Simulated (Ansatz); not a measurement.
Abstraction of Cl: CCl3F + CH2Br → CCl2F + CH2BrCl

Species: CCl3F (trichlorofluoromethane) `FC(Cl)(Cl)Cl`, singlet; CH2Br `[CH2]Br`, doublet; CCl2F (dichlorofluoromethyl radical) `F[C](Cl)Cl`, doublet; CH2BrCl (bromochloromethane) `ClCBr`, singlet. A radical takes Cl: the energy is the difference in strength between two C–Cl bonds in different surroundings.

Shapes, held fixed at every level: PBE0-D4/def2-TZVP. Programs: Ansatz 0.2.0. The zero-point and thermal change to 298 K, harmonic and unscaled (PBE0-D4/def2-TZVP), is +8.3 kJ/mol.

```
                level                   kind  ΔH(298 K) (kJ/mol)  less CCSD(T)/def2-TZVPP  CPU time (sum over the molecules)
     SPW92/def2-TZVPP                    LDA               -21.0                     -4.1                              9.6 s
 r2SCAN-D4/def2-TZVPP               meta-GGA               -18.5                     -1.6                               39 s
  B3LYP-D4/def2-TZVPP          global hybrid               -24.1                     -7.2                               30 s
r2SCAN0-D4/def2-TZVPP          global hybrid               -20.1                     -3.2                               41 s
    B2PLYP/def2-TZVPP          double hybrid               -23.2                     -6.3                               33 s
       MP2/def2-TZVPP    perturbation theory               -15.7                     +1.2                                  –
        CCSD/def2-SVP  coupled cluster or CI               -11.7                     +5.2                                  –
   CCSD(T)/def2-TZVPP  coupled cluster or CI               -16.9                      0.0                            2.6 min
```

The highest level, CCSD(T)/def2-TZVPP, gives ΔH(298 K) = -16.9 kJ/mol; the levels span -24.1 to -11.7. The column of differences is taken from that level and isn't an error. No measured value is set beside it here. Open shells run unrestricted unless RO is named. Relativity is left out for Br unless named. Correlated rows may include outer-core shells of Br, which these sets cover unevenly. Times are processor times on shared x86 and Arm servers, and rough.
